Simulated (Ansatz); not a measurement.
Molecule: phosphorus nitride, PN, charge 0, multiplicity 1. 
Coordinates optimised at B3LYP-D3(BJ)/def2-TZVP (Ansatz, a quantum-chemistry and plane-wave program):
```
N
P 1 1.4828
```

Basis-set convergence of Hartree-Fock and MP2 correlation energies (hartree) with Ansatz. Valence correlation only, unless marked. No spin-orbit coupling. No relativistic terms.

The Hartree-Fock reference is unstable (checked in the largest basis), which strains HF and MP2. 

| basis | functions | E(HF) | E(corr, MP2) |
|---|---|---|---|
| aug-cc-pV(D+d)Z | 55 | -395.15936 | -0.30084 |
| aug-cc-pV(T+d)Z | 101 | -395.18149 | -0.35316 |
| aug-cc-pV(Q+d)Z | 169 | -395.18776 | -0.37293 |

Extrapolating the two largest sets (X = 3 and 4) as X^-3: E(corr) = (64·(-0.37293) - 27·(-0.35316))/37 = -0.3874 Eh, an estimate of the basis-set limit. The largest set recovers 96.3 % of it, the smallest 77.7 %.
